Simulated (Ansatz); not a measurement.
```yaml
crystal:
  periodic: [false, false, false]
  atoms:
    - {symbol: Si, position_ang: [-0.706628, -0.145142, 0.904787]}
    - {symbol: Si, position_ang: [-0.561958, -2.149186, -0.528678]}
    - {symbol: Sn, position_ang: [-2.078583, -0.034830, -1.491889]}
    - {symbol: Sn, position_ang: [-0.817202, 2.414149, -0.135002]}
    - {symbol: Sn, position_ang: [1.056653, 0.155441, -1.390773]}
    - {symbol: Sn, position_ang: [1.502055, 1.402092, 1.513985]}
    - {symbol: Sn, position_ang: [1.605664, -1.642523, 1.127560]}
basis:
  gaussian: {orbitals: def2-TZVP}
magnetization: {spin_polarized: true, initial_magnetization: 2}
hamiltonian: {xc: pbe0, dispersion: d4}
scf: {omitted_lower_state_checks: [starts]}
output: {orbitals: {seedname: orbitals}}
```

```sh
$ ansatz run in.yaml --threads 4 --pin off --events-out ev --progress --plain --max-ram 4787MiB
```

(1) Does this run fit into the memory that it is given?

## Answers

(1) No. It has 324 basis functions, and Ansatz plans for 5.49 GiB where 4.67 GiB are given.
